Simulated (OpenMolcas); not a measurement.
# Bi²⁺: terms and fine structure

```yaml
Program: OpenMolcas
Method: RASSCF
Basis: ANO-RCC-VTZP [8s7p5d3f2g]
Scalar_Hamiltonian: DKH2, point nucleus
Active_space: 3 electrons in 9 orbitals (RAS2 6s 6p; RAS3 6d, at most 2 electrons)
State_averaging: 2S+1 = 4 odd, 1 root; 2S+1 = 2 odd, 11 roots; 2S+1 = 4 even, 3 roots; 2S+1 = 2 even, 9 roots
Spin-orbit_coupling: state interaction with AMFI integrals over the reference wave functions, term energies averaged over their components
```

With spin-orbit coupling, above the lowest level:

| Configuration | Term | J | E (cm⁻¹) | Measured (cm⁻¹) | g | Term weight % | Second |
| --- | --- | --- | --- | --- | --- | --- | --- |
| 6s² 6p | ²P° | 1/2 | 0.0 | 0.0 | 0.666 | 100 |  |
| 6s² 6p | ²P° | 3/2 | 18263 | 20788 | 1.334 | 100 |  |
| 6s 6p² | ⁴P | 1/2 | 65127 | 70254 | 2.603 | 92 | 7 ²S |
| 6s 6p² | ⁴P | 3/2 | 74941 | 83038 | 1.718 | 98 |  |
| 6s 6p² | ⁴P | 5/2 | 82289 | 89236 | 1.510 | 77 | 23 ²D |
| 6s 6p² | ²D | 3/2 | 93632 | 108586 | 0.830 | 95 | 4 ²P |
| 6s 6p² | ²D | 5/2 | 99303 | 116414 | 1.292 | 77 | 23 ⁴P |

Against the 6 measured excited levels shown (Moore, Atomic Energy Levels, vol. III, NSRDS-NBS 35 (1971 reprint of NBS Circular 467, 1958)) the mean absolute deviation is 9100 cm-1; the largest miss in energy is 6s 6p² ²D_5/2: computed 99303, measured 116414 cm⁻¹ (-14.7 %).

Spin-orbit coupling puts the lowest level 12191 cm⁻¹ below the lowest spin-free term.

Some levels mix across a computed gap that differs much from the measured one, so their mixing is not that of the real levels. The run also gave levels led by 6s 6p 6d, which use shells meant for correlation; these and all levels above them are left out. Spin-orbit splittings of 6p shells tend to come out small when the coupling is added on scalar orbitals. Some terms mix strongly with configurations of 6d, whose occupation reaches 0.31 (6s 6p² ²D). Measured partners are found by configuration, term and J. A level has none where our copy of the source lacks it or the pairing is in doubt (some pairs that miss far off the trend of their configuration count as doubtful), and it then counts in no deviation. Levels of configurations outside the active space are missing. The first state left out of the spin-orbit step lies near 120000 cm-1 above the lowest spin-free state of the reference (among the parities and spins computed), and the list stops at four fifths of that energy or lower.

The term weight is that of the spin-free term in the level, not the purity of its configuration. ° marks odd parity.
